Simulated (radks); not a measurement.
Values are calculated unless marked as measured or tabulated.
Species: Ce. Configuration: [Xe] 4f1 5d1 6s2 (the NIST ground configuration). Level of theory: scalar-relativistic Kohn-Sham, PBE, spin-polarised, spherical densities, finite nucleus; open shells are filled with parallel spins first (spin-orbit coupling, left out, can overturn this in heavy ions); Fermi nuclear charge, rms radius 4.8771 fm (a radial shooting solver on a logarithmic mesh with Libxc functionals).

Radial electron density D(r) = 4 pi r^2 rho(r):

| r (bohr) | D(r) (e/bohr) | spin D(r) |
|---|---|---|
| 0.001609 | 6.113 | 0.00000212 |
| 0.001873 | 7.808 | 0.00000267 |
| 0.002198 | 10.05 | 0.00000335 |
| 0.002559 | 12.69 | 0.00000409 |
| 0.002979 | 15.91 | 0.00000490 |
| 0.003468 | 19.79 | 0.00000571 |
| 0.00407 | 24.66 | 0.00000640 |
| 0.004738 | 30.05 | 0.00000664 |
| 0.005515 | 36.16 | 0.00000604 |
| 0.006472 | 43.24 | 0.00000368 |
| 0.007535 | 50.37 | -0.00000140 |
| 0.008772 | 57.53 | -0.0000111 |
| 0.01021 | 64.25 | -0.0000279 |
| 0.01198 | 70.24 | -0.0000575 |
| 0.01395 | 74.27 | -0.000102 |
| 0.01624 | 76.21 | -0.000168 |
| 0.01891 | 75.89 | -0.000262 |
| 0.02219 | 73.47 | -0.000394 |
| 0.02583 | 70.20 | -0.000546 |
| 0.03007 | 67.54 | -0.000700 |
| 0.03501 | 67.24 | -0.000802 |
| 0.04108 | 70.97 | -0.000739 |
| 0.04782 | 78.46 | -0.000332 |
| 0.05568 | 88.12 | 0.000677 |
| 0.06534 | 96.97 | 0.00275 |
| 0.07606 | 100.3 | 0.00603 |
| 0.08855 | 96.59 | 0.0108 |
| 0.1031 | 87.42 | 0.0172 |
| 0.121 | 77.32 | 0.0253 |
| 0.1408 | 73.32 | 0.0344 |
| 0.1639 | 76.94 | 0.0459 |
| 0.1909 | 84.01 | 0.0631 |
| 0.224 | 86.02 | 0.0956 |
| 0.2607 | 76.62 | 0.152 |
| 0.3035 | 58.38 | 0.246 |
| 0.3562 | 39.76 | 0.392 |
| 0.4147 | 31.40 | 0.569 |
| 0.4828 | 32.59 | 0.753 |
| 0.562 | 36.25 | 0.896 |
| 0.6595 | 35.01 | 0.958 |
| 0.7678 | 27.90 | 0.925 |
| 0.8939 | 19.16 | 0.830 |
| 1.041 | 12.86 | 0.723 |
| 1.221 | 9.729 | 0.639 |
| 1.422 | 8.416 | 0.597 |
| 1.655 | 7.033 | 0.576 |
| 1.927 | 5.180 | 0.549 |
| 2.261 | 3.266 | 0.494 |
| 2.632 | 1.991 | 0.414 |
| 3.064 | 1.301 | 0.321 |
| 3.596 | 0.9546 | 0.222 |
| 4.186 | 0.7387 | 0.136 |
| 4.873 | 0.5229 | 0.0697 |
| 5.673 | 0.3148 | 0.0277 |
| 6.658 | 0.1506 | 0.00669 |
| 7.751 | 0.06087 | 0.000202 |
| 9.023 | 0.01958 | -0.000787 |
| 10.5 | 0.004824 | -0.000417 |
| 12.33 | 0.0007970 | -0.000110 |
| 14.35 | 0.0001025 | -0.0000193 |

D(r) has 4 maxima, at r = 0.0172, 0.0761, 0.213, 0.594 bohr, and minima at 0.0331, 0.141, 0.435 bohr, inside which lie 1.97, 11.16, 29.01 electrons.
